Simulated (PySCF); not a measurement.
Ge2H6S, SMILES [S]([GeH3])[GeH3]. Heavy atoms are numbered as in [GeH3:1][S:2][GeH3:3]. Hydrogens are named by the atom that carries them.

Geometry optimised at B3LYP-D3(BJ)/def2-SVP.

These are PBE0/def2-TZVP (PySCF) values and carry that method's errors.

ESP charges are fitted to the potential on shells at 1.4 to 2.0 van der Waals radii. Atomic charges (e), one atom of each kind:

```json
[
 {"atom": "Ge1 (GeH3)", "Mulliken": "0.13", "ESP fit": "0.07", "IAO": "0.43"},
 {"atom": "S2", "Mulliken": "-0.40", "ESP fit": "-0.22", "IAO": "-0.39"},
 {"atom": "H on Ge1", "Mulliken": "0.03", "ESP fit": "0.03", "IAO": "-0.07"}
]
```
